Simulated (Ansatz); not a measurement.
Molecule: CH3Si (charge -1, singlet). It need not be the lowest isomer of its formula. Whether it binds its extra electron was not tested at this geometry. 
Structure (B3LYP-D3(BJ)/def2-TZVP (Ansatz, a program for electronic structure) minimum search):
```xyz
5

C     -1.1106     0.0255    -0.0478
Si     0.6494    -0.1171     0.0297
H     -1.6901     0.9483    -0.0880
H     -1.7425    -0.8651    -0.0598
H      1.0043     1.4034     0.0193
```
Charge -1, spin multiplicity 1.

Basis-set convergence of Hartree-Fock and CCSD(T) correlation energies (hartree) with Ansatz. Correlated levels leave the core frozen unless marked. Spin-orbit coupling is left out. Non-relativistic. This anion needs diffuse functions, which these sets lack.

The Hartree-Fock reference is unstable (checked in the largest basis), which strains HF and MP2. 

```json
[
 {"basis": "def2-SVP", "functions": "47", "E(HF)": "-328.34273", "E(corr, CCSD(T))": "-0.28403", "rough core time": "under 20 s"},
 {"basis": "def2-TZVPP", "functions": "115", "E(HF)": "-328.49503", "E(corr, CCSD(T))": "-0.34641", "rough core time": "under 20 s"},
 {"basis": "def2-QZVPP", "functions": "217", "E(HF)": "(withheld)", "E(corr, CCSD(T))": "(withheld)", "rough core time": "28 s"}
]
```

Some entries are withheld; supply them.


- def2-QZVPP, E(HF): -328.50872
- def2-QZVPP, E(corr, CCSD(T)): -0.36371
